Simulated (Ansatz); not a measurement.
Species: CBr2F2, charge 0, singlet. CBr2F2 (SMILES FC(F)(Br)Br).
B3LYP-D3(BJ)/def2-TZVP minimum from Ansatz (an electronic-structure program):
```
C
F 1 1.3321
F 1 1.3321 2 108.09
Br 1 1.9533 2 109.16 3 118.63
Br 1 1.9533 2 109.16 3 -118.63
```

Total energies in cc-pVDZ, 32 correlated electrons, 31 frozen orbitals. Radicals and triplets start from unrestricted determinants; spin-orbit coupling is neglected. Correlated methods leave the cores frozen (noble-gas shells, and filled d and f shells in the p block). No relativity. Spin-orbit terms, left out, reach several kcal/mol for Br and I, and more for heavier atoms.

```json
[
 {"method": "HF", "program": "Ansatz", "energy (Eh)": "-5381.49354", "minus CCSDT(Q) (mEh)": "784.14"},
 {"method": "MP2", "program": "Ansatz", "energy (Eh)": "-5382.23373", "minus CCSDT(Q) (mEh)": "43.95"},
 {"method": "CCSD", "program": "Ansatz", "energy (Eh)": "-5382.25616", "minus CCSDT(Q) (mEh)": "21.52"},
 {"method": "CCSD(T)", "program": "Ansatz", "energy (Eh)": "-5382.27526", "minus CCSDT(Q) (mEh)": "2.42"},
 {"method": "CCSDT(Q)", "program": "Ansatz", "energy (Eh)": "-5382.27768", "minus CCSDT(Q) (mEh)": "0.00"}
]
```

Rough core times of Ansatz's runs on a shared machine: CCSD(T) under 20 s, CCSDT(Q) 4 min.
